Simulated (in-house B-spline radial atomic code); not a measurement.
# Ionising P VIII (P7+) with different functionals

Computed with a B-spline radial code for spherical atoms: four-component Dirac-Coulomb Hamiltonian, Fermi nucleus of rms radius 3.1889 fm, spin-restricted, spherical fractional occupations for the functionals, and exact exchange of hybrids averaged over the configuration. The ionisation energy is the difference of two self-consistent energies, [He] 2s2 2p4 → [He] 2s2 2p3, without Breit or QED terms; ε is the level of the shell that loses the electron (mean over j). The electron is taken from both j subshells in proportion to 2j + 1, so the result is a j average, not the step between ground levels.

```csv
method,rung,ΔSCF (eV),-ε(2p) (eV)
B3LYP,global hybrid,?,?
wB97X,range-separated hybrid,?,?
CAM-B3LYP,range-separated hybrid,316.49,299.09
HSE06,range-separated hybrid,316.21,297.71
```

What does B3LYP give?

ΔSCF 316.59 eV, and -ε(2p) = 297.16 eV.

What does wB97X give?

ΔSCF 316.19 eV, and -ε(2p) = 299.46 eV.

Among the functionals, which spreads more, the ΔSCF values or the orbital energies?

The orbital energies: ΔSCF values span about 0.39 eV and the orbital energies 2.30 eV; here energy differences depend much less on the functional than eigenvalues do.

How do they compare with the NIST value?

NIST lists 309.6 eV ± 0.1 (semi-empirical, ground level to ground level). Errors run from +6.59 to +6.99 eV. The correlated functionals all miss on the same side by more than they spread, so the cause is common to them (Breit-QED terms, spin polarisation, the choice among j levels, multiplet and fine-structure energies, or a listed next ion that isn't the cheapest removal here) and closeness doesn't rank the functionals.
